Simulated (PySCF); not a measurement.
Vertical excitations of a molecule C3H3BF2O from TDDFT-ωB97X/def2-SVPD in PySCF, as energy in eV (oscillator strength): 5.18 (0.144), 6.93 (0.000), 7.05 (0.003), 7.31 (0.003), 7.40 (0.036), 7.67 (0.253), 7.91 (0.002), 8.77 (0.000), 8.87 (0.098), 9.18 (0.005). Lowest triplet (TDA): 3.04 eV. Geometry: PBE-D3(BJ)/def2-SVP. One conformer was computed; it need not be the lowest.

Identify the compound among the candidates.
(A) C#CCOB(F)F
(B) FB(F)C1=CCO1
(C) OB1C=C(F)[C@H]1F
(D) CC1=C(F)B(F)O1

B, FB(F)C1=CCO1
